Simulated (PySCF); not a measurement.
¹⁷O chemical shifts

- shieldings: GIAO PBE0/pcSseg-1
- coordinates at the GFN2-xTB level
- code: PySCF
- single conformer, relativity neglected, fast rotation and ring inversion assumed for equivalent nuclei, isolated molecule

Shieldings were converted by a linear fit to measured shifts: ¹⁷O: δ = 266.70 − 0.911σ (rms 10.7 ppm, 155 shifts, 12.2 ppm with the 3 outliers that the fit left out vs liquid water, solution or neat liquid). A few per cent of atoms miss by over 2 rms, more outside the fitted compound classes.

(1) Give the ¹⁷O shifts of `C[SiH]1OC(=O)C(=O)O1`, `CC=C=C[C@@H](F)OC(C)=O`, `CCC1=C(CF)OC=CO1`, `O=C1C[C@@H](Cl)C[C@@H](F)O1`, `Cc1ccc2c(c1)C(=O)OC2=O`.

(2) Match the shifts 492.8, 230.5, 124.8, 1.6 ppm to `C=N/C=C(/F)OC(F)(F)F`, `C=CC[C@](C)(F)C(=O)Cl`, `C=C[Si@@H](O)SC`, `O=S(=O)(Cl)C1=CCCC1`.

Results:

(1) 
| compound | environment | δ (ppm) |
| --- | --- | --- |
| [CH3:1][SiH:2]1[O:3][C:4](=[O:5])[C:6](=[O:7])[O:8]1 | O5/7: carbonyl oxygen (×2) | 388.5 |
| [CH3:1][SiH:2]1[O:3][C:4](=[O:5])[C:6](=[O:7])[O:8]1 | O3/8: oxygen bonded to C, Si, in a 5-membered ring (×2) | 152.5 |
| [CH3:1][CH:2]=[C:3]=[CH:4][C@@H:5]([F:6])[O:7][C:8]([CH3:9])=[O:10] | O10: ester carbonyl oxygen | 362.9 |
| [CH3:1][CH:2]=[C:3]=[CH:4][C@@H:5]([F:6])[O:7][C:8]([CH3:9])=[O:10] | O7: ester alkoxy oxygen | 196.5 |
| [CH3:1][CH2:2][C:3]1=[C:4]([CH2:5][F:6])[O:7][CH:8]=[CH:9][O:10]1 | O10: ether oxygen | 72.2 |
| [CH3:1][CH2:2][C:3]1=[C:4]([CH2:5][F:6])[O:7][CH:8]=[CH:9][O:10]1 | O7: ether oxygen | 67.9 |
| [O:1]=[C:2]1[CH2:3][C@@H:4]([Cl:5])[CH2:6][C@@H:7]([F:8])[O:9]1 | O1: ester carbonyl oxygen | 400.7 |
| [O:1]=[C:2]1[CH2:3][C@@H:4]([Cl:5])[CH2:6][C@@H:7]([F:8])[O:9]1 | O9: ester alkoxy oxygen | 188.2 |
| [CH3:1][c:2]1[cH:3][cH:4][c:5]2[c:6]([cH:7]1)[C:8](=[O:9])[O:10][C:11]2=[O:12] | O9: ester carbonyl oxygen | 388.1 |
| [CH3:1][c:2]1[cH:3][cH:4][c:5]2[c:6]([cH:7]1)[C:8](=[O:9])[O:10][C:11]2=[O:12] | O12: ester carbonyl oxygen | 386.9 |
| [CH3:1][c:2]1[cH:3][cH:4][c:5]2[c:6]([cH:7]1)[C:8](=[O:9])[O:10][C:11]2=[O:12] | O10: ester alkoxy oxygen | 250.9 |

(2) 492.8: C=CC[C@](C)(F)C(=O)Cl (carbonyl oxygen); 230.5: O=S(=O)(Cl)C1=CCCC1 (S=O oxygen); 124.8: C=N/C=C(/F)OC(F)(F)F (ether oxygen); 1.6: C=C[Si@@H](O)SC (oxygen bonded to Si, H).
